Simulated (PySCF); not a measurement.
## Radial density of F²⁺ (fluorine, charge +2)

HSE06, [He] 2s2 2p3, high-spin 4S determinant. All numbers are calculated (PySCF 2.14, the non-relativistic Hamiltonian (point nucleus), in aug-cc-pwCVTZ).

| r (bohr) | 4πr²ρ (e/bohr) | 4πr²(ρα − ρβ) |
| --- | --- | --- |
| 0.00324 | 0.05643 | 0.0000 |
| 0.00546 | 0.1540 | 0.0000 |
| 0.00918 | 0.4063 | 0.0000 |
| 0.0154 | 1.029 | -0.0001 |
| 0.0260 | 2.406 | 0.0003 |
| 0.0437 | 4.965 | 0.0037 |
| 0.0735 | 8.260 | 0.0271 |
| 0.124 | 9.699 | 0.1563 |
| 0.208 | 6.740 | 0.6417 |
| 0.350 | 3.837 | 1.8867 |
| 0.588 | 5.206 | 3.1503 |
| 0.989 | 4.116 | 2.2750 |
| 1.66 | 0.8490 | 0.4889 |
| 2.80 | 0.02583 | 0.0163 |
